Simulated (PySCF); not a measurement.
K(Cl) anion (ClK), SMILES [Cl][K] (connectivity only; charge and spin as stated), charge -1, multiplicity 2.

Geometry optimised at r2SCAN-D4/def2-TZVPD. The multiplicity is an assumed one; other spin states were not compared.

Method: IEF-PCM-ωB97X/def2-TZVPD (PySCF).

The values are the electrostatic part of the solvation free energy, E(continuum) − E(gas) at the gas-phase geometry, in a cavity of scaled van der Waals radii (PySCF's table); cavitation and dispersion terms are not included. A continuum can't describe solvent molecules that bind to the metal.

```json
[
 {"solvent": "water", "ε": "78.36", "ΔG(elec) (kcal/mol)": "-46.1"},
 {"solvent": "acetone", "ε": "20.49", "ΔG(elec) (kcal/mol)": "-44.1"},
 {"solvent": "chloroform", "ε": "4.71", "ΔG(elec) (kcal/mol)": "-35.6"}
]
```
